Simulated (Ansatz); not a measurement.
Consider the ligand exchange at the Si–S bond: `[OH][GeH]([F])[S][SiH3]` + `[CH3][AlH][OH]` → `[CH3][AlH][O][SiH3]` + `[OH][GeH]([F])[SH]`.

Isolated molecules relaxed with PBE0-D4/def2-TZVP in Ansatz; ΔE leaves out vibrations. CCSD(T)/CBS adds triple-zeta CCSD(T) − MP2 to the extrapolated MP2 energy (def2 sets, frozen cores). Functionals use def2-TZVPP. For Ge outer-core shells are correlated without core-valence functions, which leaves a few kJ/mol of doubt a bond. Scalar relativity is left out up to krypton. Each species was taken in one conformer, which may not be the lowest.

```csv
level,ΔE (kJ/mol)
PBE0-D4,-36.6
r2SCAN,-43.7
HF/def2-TZVPP,-72.2
CCSD(T)/def2-TZVPP,-48.6
```

What does CCSD(T)/CBS give? (An estimate is asked.)

Ansatz gave: -44.6 kJ/mol. The listed levels differ from it by 8.0, 0.9, -27.6, -4.0 kJ/mol.

Largest T1 diagnostic among the species: 0.012.

In def2-TZVPP, CCSD(T) changes the Hartree–Fock value by +23.6 kJ/mol (the triples alone add +4.4 kJ/mol) and MP2 by +27.1 kJ/mol. From PBE to PBE0 (25 % exact exchange), in def2-TZVPP and without D4, ΔE moves by −4.6 kJ/mol.
